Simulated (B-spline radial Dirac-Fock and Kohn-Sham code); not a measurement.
# The K (1s) hole of palladium ions: width and yield against charge

Model: one-electron (LDA, Dirac) transition rates at Dirac-Fock energies. Program: an atomic code on a B-spline grid. Tabulated ground configurations, configuration averages; single configurations, so decays that open only by mixing (as 1s 2s² with 1s 2p² in Be-like ions) are missing and such tiny yields are far too low.

```
 ion  configuration  radiative (eV)  non-radiative (eV)  yield
  Pd      [Kr] 4d10            4.99                1.10  0.819
 Pd⁺       [Kr] 4d9            4.99                1.10  0.819
Pd²⁺       [Kr] 4d8            5.00                1.10  0.819
Pd³⁺       [Kr] 4d7            5.00                1.11  0.819
Pd⁴⁺       [Kr] 4d6            5.00                1.11  0.819
Pd⁵⁺       [Kr] 4d5            5.01                1.11  0.819
Pd⁶⁺       [Kr] 4d4            5.01                1.11  0.819
Pd⁷⁺       [Kr] 4d3            5.02                1.11  0.819
```

Values without a named source are computed, but for edge energies of neutral atoms, which are taken from tables.
